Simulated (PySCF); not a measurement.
Vertical excitations of a molecule C6H17NSi from TDA-ωB97X/def2-SVP run with PySCF, as energy in eV (oscillator strength): 6.33 (0.006), 7.26 (0.003), 7.95 (0.069), 8.13 (0.018), 8.62 (0.030), 8.78 (0.029). Lowest triplet (TDA): 6.08 eV. The structure is a stationary point at r2SCAN-D4/def2-SVP. Other conformers were not sampled.

Which molecule gave these data?
A) CCN(CC)[SiH](C)C
B) CC[Si](N)(CC)CC
C) CC(C)N[Si](C)(C)C
D) CC(C)N([SiH3])C(C)C

D, CC(C)N([SiH3])C(C)C
